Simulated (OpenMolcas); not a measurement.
Ag4+ among 6 point charges of -1.7 e arranged as a tetragonal octahedron (D4h). The axial distance is 1.15 times the equatorial one, R.

* Program: OpenMolcas 26.06
* Method: CASSCF
* Basis: ANO-RCC-VDZP [6s5p3d1f]
* Scalar Hamiltonian: DKH2, point nucleus
* Active space: 7 electrons in 5 orbitals (4d)
* State averaging: 2S+1 = 4 even, 10 roots; 2S+1 = 2 even, 40 roots
* Spin-orbit coupling: RASSI with atomic mean-field integrals over the reference wave functions

All point charges move together. At R = 2.05 Å the first state of the same spin is 1224 cm-1, and at R = 2.22 Å it is 864.4 cm-1.

**Question.** A third run gives 594.4 cm-1. What distance was it run at?

**Answer.** With a power law R^-n the two known points give n = -ln(864.4 / 1224) / ln(2.22 / 2.05) = 4.37. Then R = 2.05 × (1224 / 594.4)^(1/4.37) = 2.418 Å. The run was at 2.42 Å, so the estimate is off by -0.002 Å.

Without dynamic correlation the repulsion within the d shell is too large (B by tens of per cent), so at a given field states of lower spin stand too high. Point charges give a weaker field than real ligands, and real ions of this kind are as a rule low spin; the high spin found here belongs to the model. Spin-orbit coupling mixes the spin-free states strongly: the lowest level takes only 58 % from its leading state, 4A2 (figures for R = 2.05; the like holds for R = 2.22, R = 2.42). The ground term spreads over less than 5000 cm-1, several times less than with real ligands, so orbital moments are less quenched and χT lies further from the spin-only value than at real sites (holds for R = 2.42). Point charges carry no covalency, so the field is a model and not that of real ligands. No measured value stands beside these numbers.
